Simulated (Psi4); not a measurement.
K (SMILES [K]), doublet; Psi4 with B3LYP/def2-TZVP.

Here is a job for Psi4.
```
memory 2 GB

molecule {
0 2
  K     0.00000000    0.00000000    0.00000000
}

set basis def2-tzvp
set reference uks
set diis_max_vecs 3

energy('b3lyp')
print_variables()
```

Question: Predict the main parts of the log of this Psi4 run.

Answer: 
```
   => Loading Basis Set <=

    Name: DEF2-TZVP
    Role: ORBITAL
    Keyword: BASIS

         ---------------------------------------------------------
                                   SCF
               by Justin Turney, Rob Parrish, Andy Simmonett
                          and Daniel G. A. Smith
                              UKS Reference
         ---------------------------------------------------------

  ==> Geometry <==

    Molecular point group: d2h
    Geometry (in Angstrom), charge = 0, multiplicity = 2:

       Center              X                  Y                   Z               Mass
    ------------   -----------------  -----------------  -----------------  -----------------
         K            0.000000000000     0.000000000000     0.000000000000    38.963706486400

  Running in d2h symmetry.

  Rotational constants: A = ************  B = ************  C = ************ [cm^-1]
  Rotational constants: A = ************  B = ************  C = ************ [MHz]
  Nuclear repulsion =    0.000000000000000

  Charge       = 0
  Multiplicity = 2
  Electrons    = 19
  Nalpha       = 10
  Nbeta        = 9

  ==> Algorithm <==

  SCF Algorithm Type is DF.
  DIIS enabled.
  MOM disabled.
  Fractional occupation disabled.
  Guess Type is CORE.
  Energy threshold   = 1.00e-06
  Density threshold  = 1.00e-06
  Integral threshold = 1.00e-12

  ==> Primary Basis <==

  Basis Set: DEF2-TZVP
    Blend: DEF2-TZVP
    Number of shells: 13
    Number of basis functions: 33
    Number of Cartesian functions: 36
    Spherical Harmonics?: true
    Max angular momentum: 2

  ==> DFT Potential <==

   => LibXC <=

    Version 7.1.2
    S. Lehtola, C. Steigemann, M. J. T. Oliveira, and M. A. L. Marques,  SoftwareX 7, 1–5 (2018) (10.1016/j.softx.2017.11.002)

   => Composite Functional: B3LYP <=

    B3LYP Hyb-GGA Exchange-Correlation Functional

    P. J. Stephens, F. J. Devlin, C. F. Chabalowski, and M. J. Frisch,  J. Phys. Chem. 98, 11623 (1994) (10.1021/j100096a001)

    Deriv               =              1
    GGA                 =           TRUE
    Meta                =          FALSE

    Exchange Hybrid     =           TRUE
    MP2 Hybrid          =          FALSE

   => Exchange Functionals <=

    0.0800   Slater exchange
    0.7200         Becke 88

   => Exact (HF) Exchange <=

    0.2000               HF

   => Correlation Functionals <=

    0.1900   Vosko, Wilk & Nusair (VWN5_RPA)
    0.8100   Lee, Yang & Parr

   => LibXC Density Thresholds  <==

    XC_HYB_GGA_XC_B3LYP:  1.00E-15

   => Molecular Quadrature <=

    Radial Scheme          =       TREUTLER
    Pruning Scheme         =           NONE
    Nuclear Scheme         =       TREUTLER

    Blocking Scheme        =         OCTREE
    BS radius alpha        =              1
    Pruning alpha          =              1
    Radial Points          =             75
    Spherical Points       =            302
    Total Points           =          21140
    Total Blocks           =            250
    Max Points             =            252
    Max Functions          =             33
    Weights Tolerance      =       1.00E-15

   => Loading Basis Set <=

    Name: (DEF2-TZVP AUX)
    Role: JKFIT
    Keyword: DF_BASIS_SCF

  ==> Integral Setup <==

  SCF_SUBTYPE=INCORE selected. In-core MEM_DF algorithm will be used.
  Using in-core AOs.

  ==> MemDFJK: Density-Fitted J/K Matrices <==

    J tasked:                   Yes
    K tasked:                   Yes
    wK tasked:                   No
    Algorithm:                 Core
    Schwarz Cutoff:           1E-12
    Mask sparsity (%):       0.0000
    Fitting Condition:        1E-10

   => Auxiliary Basis Set <=

  Basis Set: (DEF2-TZVP AUX)
    Blend: DEF2-UNIVERSAL-JKFIT
    Number of shells: 44
    Number of basis functions: 160
    Number of Cartesian functions: 203
    Spherical Harmonics?: true
    Max angular momentum: 4

  Minimum eigenvalue in the overlap matrix is 5.6187985400E-02.
[...]
    NB   [     4,    0,    0,    0,    0,    2,    1,    2 ]

   @DF-UKS iter   1:  -595.10231643056920   -5.95102e+02   1.39615e-01 ADIIS
    Occupation by irrep:
             Ag   B1g   B2g   B3g    Au   B1u   B2u   B3u
    DOCC [     3,    0,    0,    0,    0,    2,    2,    2 ]
    SOCC [     1,    0,    0,    0,    0,    0,    0,    0 ]
    NA   [     4,    0,    0,    0,    0,    2,    2,    2 ]
    NB   [     3,    0,    0,    0,    0,    2,    2,    2 ]

   @DF-UKS iter   2:  -593.66217382661819    1.44014e+00   2.01221e-01 ADIIS
   @DF-UKS iter   3:  -599.91188987287956   -6.24972e+00   7.65468e-03 ADIIS/DIIS
   @DF-UKS iter   4:  -599.92495717167833   -1.30673e-02   9.95359e-04 ADIIS/DIIS
   @DF-UKS iter   5:  -599.92521833042520   -2.61159e-04   1.13185e-04 ADIIS/DIIS
   @DF-UKS iter   6:  -599.92522565826653   -7.32784e-06   1.64571e-05 DIIS
   @DF-UKS iter   7:  -599.92522603764826   -3.79382e-07   4.43326e-06 DIIS
   @DF-UKS iter   8:  -599.92522606998841   -3.23402e-08   1.02150e-06 DIIS
   @DF-UKS iter   9:  -599.92522607069327   -7.04858e-10   4.75133e-07 DIIS
  Energy and wave function converged.

  ==> Post-Iterations <==

   Electrons on quadrature grid:
      Nalpha   =    9.9999999183 ; deviation = -8.168e-08
      Nbeta    =    8.9999999183 ; deviation = -8.165e-08
      Ntotal   =   18.9999998367 ; deviation = -1.633e-07

   @Spin Contamination Metric:   2.200021500E-05
   @S^2 Expected:                7.500000000E-01
   @S^2 Observed:                7.500220002E-01
   @S   Expected:                5.000000000E-01
   @S   Observed:                5.000000000E-01

    Orbital Energies [Eh]
    ---------------------

    Alpha Occupied:

[...]
       4Ag    -0.106727

    Alpha Virtual:

[...]
    Beta Occupied:

[...]
    Beta Virtual:

[...]
    Final Occupation by Irrep:
             Ag   B1g   B2g   B3g    Au   B1u   B2u   B3u
    DOCC [     3,    0,    0,    0,    0,    2,    2,    2 ]
    SOCC [     1,    0,    0,    0,    0,    0,    0,    0 ]
    NA   [     4,    0,    0,    0,    0,    2,    2,    2 ]
    NB   [     3,    0,    0,    0,    0,    2,    2,    2 ]

  @DF-UKS Final Energy:  -599.92522607069327

   => Energetics <=

    Nuclear Repulsion Energy =              0.0000000000000000
    One-Electron Energy =                -824.0191099699542292
    Two-Electron Energy =                 251.0058366481150074
    DFT Exchange-Correlation Energy =     -26.9119527488540200
    Empirical Dispersion Energy =           0.0000000000000000
    VV10 Nonlocal Energy =                  0.0000000000000000
    Total Energy =                       -599.9252260706932702

  UHF NO Occupations:
  HONO-2 :    2B2u 1.9999964
  HONO-1 :    2B3u 1.9999964
  HONO-0 :    4 Ag 1.0000000
  LUNO+0 :    3B3u 0.0000036
  LUNO+1 :    3B2u 0.0000036
  LUNO+2 :    3B1u 0.0000036
  LUNO+3 :    5 Ag 0.0000002

Computation Completed

Properties will be evaluated at   0.000000,   0.000000,   0.000000 [a0]

Properties computed using the SCF density matrix

 Multipole Moments:

 ------------------------------------------------------------------------------------
     Multipole            Electronic (a.u.)      Nuclear  (a.u.)        Total (a.u.)
 ------------------------------------------------------------------------------------

 L = 1.  Multiply by 2.5417464519 to convert [e a0] to [Debye]
 Dipole X            :          0.0000000            0.0000000            0.0000000
 Dipole Y            :          0.0000000            0.0000000            0.0000000
 Dipole Z            :          0.0000000            0.0000000            0.0000000
 Magnitude           :                                                    0.0000000

 ------------------------------------------------------------------------------------

  Variable Map:
  ----------------------------------------------------------------------------
[...]
  Array Variable Map:
  ----------------------------------------------------------------------------
[...]
[...]
```
